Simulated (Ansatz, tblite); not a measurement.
Cost and result up the ladder for Ga4O8H4 (the lowest singlet isomer of a short search) (16 atoms). Total charge 0; singlet. Geometry: PBE-D4/def2-SVP.

| atom | x (Å) | y (Å) | z (Å) |
| --- | --- | --- | --- |
| Ga1 | 0.0210 | -0.0385 | -0.2712 |
| Ga2 | -0.5935 | -3.0833 | 0.2231 |
| Ga3 | -0.5131 | -0.9756 | 2.6158 |
| Ga4 | 0.6777 | 2.1165 | -2.2046 |
| O5 | -0.6890 | -0.6593 | 4.3676 |
| O6 | -0.8646 | 1.2184 | -1.4925 |
| O7 | 1.5745 | 0.9068 | -1.0121 |
| O8 | 1.0391 | 2.7429 | -3.8693 |
| O9 | -0.1107 | 0.3803 | 1.4817 |
| O10 | 1.0343 | 3.8404 | -2.6457 |
| O11 | -0.7173 | -2.6434 | 1.9748 |
| O12 | -0.2331 | -1.7100 | -0.9019 |
| H13 | -1.5809 | 0.9305 | -2.0884 |
| H14 | -0.5600 | 0.2914 | 4.5480 |
| H15 | -0.7867 | -4.5409 | -0.2782 |
| H16 | 2.3024 | 1.2236 | -0.4471 |

Ansatz on 4 threads of Arm Neoverse N1 on a shared host; xTB runs through tblite on one thread. Times are rough, summed over both states, and most runs start from the orbitals of an earlier one. No level here is sound enough to serve as a yardstick. The other state is a triplet.

The xTB rows come from tblite. HOMO above LUMO, or a gap near zero within one spin, warns that the state may not be the lowest or that an electron is smeared out. The structure comes from a short search, and lower isomers may exist.

xTB has no spin-polarisation term.

| level | functions | vertical triplet (eV) | remarks |
| --- | --- | --- | --- |
| PBE0-D4/def2-SVP | 260 | 1.95 | restricted SCF unstable in HF (singlet) |
| PBE-D4/def2-SVP | 260 | 1.96 | gap within one spin near zero (triplet), restricted SCF unstable in HF (singlet) |
| GFN2-xTB | 72 | 3.04 | – |
| GFN1-xTB | 76 | 4.72 | – |

Estimate how long each takes.

GFN1-xTB 0.063 s; GFN2-xTB 0.08 s; PBE-D4/def2-SVP 40 s; PBE0-D4/def2-SVP 79 s. On shared hardware such times vary by a factor of up to 3.
